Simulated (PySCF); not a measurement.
Stretching BeP

Set-up: basis Be x2c-TZVPPall, P x2c-TZVPPall; spin-free X2C with a Gaussian nucleus; PySCF 2.14. Energies in eV from Be + P in their ground configurations at the same level. State: ⁴Σ⁻ (quartet), unpaired electrons σ ↑, π ↑↑.

All columns are PBE0. A positive dipole means Be(−)P(+).

| R (Å) | E (eV) | μ (D) | Mulliken charge on Be (basis-dependent) | HOMO (eV) | LUMO (eV) | Mayer bond order | ⟨S²⟩ |
| --- | --- | --- | --- | --- | --- | --- | --- |
| 1.784 | -1.005 | 0.38 | -0.11 | -5.41 | -3.93 | 1.48 | 3.76 |
| 1.867 | -1.346 | 0.19 | -0.06 | -5.48 | -3.77 | 1.42 | 3.76 |
| 1.950 | -1.534 | 0.00 | -0.01 | -5.55 | -3.62 | 1.36 | 3.76 |
| 2.013 | -1.600 | -0.14 | 0.02 | -5.60 | -3.51 | 1.32 | 3.76 |
| 2.075 | -1.618 | -0.29 | 0.04 | -5.65 | -3.41 | 1.28 | 3.76 |
| 2.137 | -1.599 | -0.42 | 0.07 | -5.69 | -3.32 | 1.24 | 3.76 |
| 2.220 | -1.530 | -0.59 | 0.10 | -5.75 | -3.20 | 1.19 | 3.76 |
| 2.324 | -1.398 | -0.78 | 0.12 | -5.82 | -3.07 | 1.12 | 3.76 |
| 2.449 | -1.203 | -0.95 | 0.14 | -5.89 | -2.94 | 1.04 | 3.77 |
| 2.615 | -0.931 | -1.07 | 0.14 | -5.97 | -2.80 | 0.92 | 3.78 |

A fit through these points gives, at Re = 2.071 Å, μ = -0.28 D and dμ/dR = -2.25 D/Å; the reduced mass is 6.981 u.

How strong is the fundamental in the double-harmonic approximation, I = 42.26·(dμ/dR)²/μred km/mol?

I = 42.26·(-2.25)²/6.981 = 30.6 km/mol at PBE0.

The state was picked by a PBE0 search and need not be the measured ground state.
